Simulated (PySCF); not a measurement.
Species: C3H10OSi3.
Geometry (PBE0-D3(BJ)/def2-SVP, Å), atoms numbered from 1 in this order:
```xyz
17
C3H10OSi3 angstrom
C      0.1203    2.7282   -0.4240
C     -0.0893    1.7329    0.2467
Si    -0.3562    0.1736    1.1899
O     -1.9058   -0.3731    0.9370
Si    -3.1851   -0.1733   -0.1050
Si     1.2123   -1.3751    0.3951
C      2.9442   -0.6354    0.4523
H      0.2972    3.6136   -1.0092
H     -0.1943    0.4842    2.6401
H     -3.8833    1.1189    0.1639
H     -2.7140   -0.1878   -1.5230
H     -4.1316   -1.3031    0.1135
H      0.8286   -1.7160   -1.0125
H      1.1401   -2.6332    1.2051
H      3.6821   -1.3331    0.0279
H      2.9786    0.3008   -0.1254
H      3.2406   -0.4109    1.4883
```

Method used: TDDFT PBE0/def2-SVPD, vertical, gas phase, core orbitals frozen in the response in PySCF 2.14.0, density-fitted response routines.

Transition dipole moments from the ground state, in atomic units and in the frame of the coordinates above (overall signs are arbitrary), for the states with f of 0.002 or more among the lowest 6:

```tsv
state	E (eV)	μx	μy	μz
S1	5.270	-0.106	-0.221	-0.073
S2	5.964	-0.258	0.250	-0.151
S3	6.103	-0.099	-0.232	0.004
S4	6.336	0.133	-0.159	0.080
S5	6.654	0.141	-0.849	0.399
S6	6.876	-0.018	0.044	0.290
```

Problem. What oscillator strength does each state have?

Solution. f = (2/3) ΔE |μ|² with ΔE in hartree (27.2114 eV).

```tsv
state	|μ|² (au)	|μ| (D)	f
S1	0.065	0.65	0.008
S2	0.152	0.99	0.022
S3	0.064	0.64	0.010
S4	0.049	0.56	0.008
S5	0.899	2.41	0.147
S6	0.086	0.75	0.015
```

Problem. What angle do the transition dipoles of S5 and S6 make?

Solution. |cos θ| = |μa·μb| / (|μa| |μb|) = 0.27, so θ ≈ 74° (taken between 0 and 90°, since the signs are arbitrary).

Problem. What peak molar absorption coefficient would the strongest computed level give as a lone Gaussian band 0.3 eV wide at half height?

Solution. ε(max) = 2.175×10⁸ f / FWHM, with the width in cm⁻¹. S5: 2.175×10⁸ × 0.1465 / 2420 ≈ 13000 L mol⁻¹ cm⁻¹.

Time: 46 s wall; peak memory 1.0 GiB. Hardware: an Arm Neoverse V1 with one thread, no GPU, shared host with 32 logical CPUs at a one-minute load of 26.

One conformer stands for the species.
